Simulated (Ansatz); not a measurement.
Consider the cleavage of the B–Si bond: `OB([SiH3])Cl` + NH₃ → `NB(O)Cl` + SiH₄.

Program: Ansatz. Geometries: PBE0-D4/def2-TZVP. ΔE: electronic, gas phase. CBS: MP2 limit from def2 TZ/QZ plus the TZ coupled-cluster correction, frozen cores. This one scheme is used for every species. DFT in def2-TZVPP. Each species was taken in one conformer, which may not be the lowest.

| level | ΔE (kJ/mol) | difference from CCSD(T)/CBS |
| --- | --- | --- |
| revPBE-D4 | -114.5 | 8.7 |
| BLYP-D4 | -121.6 | 1.6 |
| r2SCAN-D4 | -126.6 | -3.4 |
| ωB97X-V | -126.6 | -3.4 |
| B2PLYP | -130.3 | -7.1 |
| PBE | -115.7 | 7.5 |
| revPBE | -112.1 | 11.1 |
| CAM-B3LYP | -135.9 | -12.7 |
| LC-ωPBE | -128.8 | -5.6 |
| MP2/CBS(def2) | -128.4 | -5.2 |
| CCSD(T)/CBS | -123.2 | 0 |

Question: What do rigid-rotor, harmonic-oscillator terms from PBE0-D4/def2-TZVP frequencies (298.15 K, 1 bar) make of the CCSD(T)/CBS value? (Estimate.)

Answer: Ansatz gave: ΔZPE = -2.0 kJ/mol, ΔH = -128.1 kJ/mol, ΔS = -23 J/(mol·K), ΔG = -121.1 kJ/mol.

Largest T1 diagnostic among the species: 0.013.

Leaving LDA and LC-ωPBE aside and taking each functional with its dispersion term where it has one, the values, not all of them listed here, spread over 20.8 kJ/mol, from BHLYP-D4 to PBE-D4. LDA lies −11.5 kJ/mol from PBE without D4. At CCSD(T), def2-SVP lies −16.0 kJ/mol from the extrapolated value and def2-TZVPP −2.3 kJ/mol. From BLYP to BHLYP (50 % exact exchange), in def2-TZVPP and without D4, ΔE moves by −15.3 kJ/mol.
